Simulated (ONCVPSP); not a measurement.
u(r) = r·R(r): atom against pseudo-atom (tellurium (Te))

Columns: radius, all-electron u(r) and pseudo u(r) of the 4s shell (level -165.10 eV) of tellurium in the configuration [Ar] 3d10 4s2 4p6 4d10 5s1.5 5p4.5; PBE, scalar-relativistic, ONCV scheme, ONCVPSP 4.0.1.

| r (bohr) | all-electron | pseudo |
| --- | --- | --- |
| 0.070 | 0.4807 | 0.0987 |
| 0.140 | -0.0203 | 0.2114 |
| 0.210 | -0.6839 | 0.3471 |
| 0.280 | -0.6892 | 0.5074 |
| 0.350 | -0.2507 | 0.6843 |
| 0.420 | 0.3077 | 0.8632 |
| 0.490 | 0.7882 | 1.0253 |
| 0.560 | 1.1195 | 1.1530 |
| 0.630 | 1.2967 | 1.2329 |
| 0.700 | 1.3488 | 1.2593 |
| 0.770 | 1.3117 | 1.2340 |
| 0.840 | 1.2185 | 1.1651 |
| 0.910 | 1.0955 | 1.0649 |
| 0.980 | 0.9613 | 0.9466 |
| 1.050 | 0.8280 | 0.8223 |
| 1.120 | 0.7030 | 0.7013 |
| 1.190 | 0.5901 | 0.5897 |
| 1.260 | 0.4907 | 0.4905 |
| 1.330 | 0.4049 | 0.4048 |
| 1.400 | 0.3321 | 0.3320 |
| 1.470 | 0.2710 | 0.2709 |
| 1.540 | 0.2201 | 0.2200 |
| 1.610 | 0.1781 | 0.1781 |
| 1.680 | 0.1437 | 0.1437 |
| 1.750 | 0.1156 | 0.1156 |
| 1.820 | 0.0928 | 0.0928 |

Problem. How many radial nodes do the two functions have?

Solution. The all-electron 4s function has n − l − 1 = 3 (the table is too coarse to show those close to the nucleus); the pseudo-wave has 0, since the states of the same l below it are removed with the core.

Problem. At about which radius was the pseudo-wave matched?

Solution. 1.30 bohr. The columns agree to 0.0005 from 1.19 bohr on; several derivatives are matched, so the curves merge somewhat inside the radius.

Problem. Where does each function peak?

Solution. Outermost all-electron maximum near 0.70 bohr, pseudo maximum near 0.70 bohr (to the table’s step).

Problem. Is the pseudo-wave norm-conserving?

Solution. Yes: the ONCV scheme keeps the norm inside the radius equal to the all-electron one, which fixes the energy derivative of the logarithmic derivative at the level.
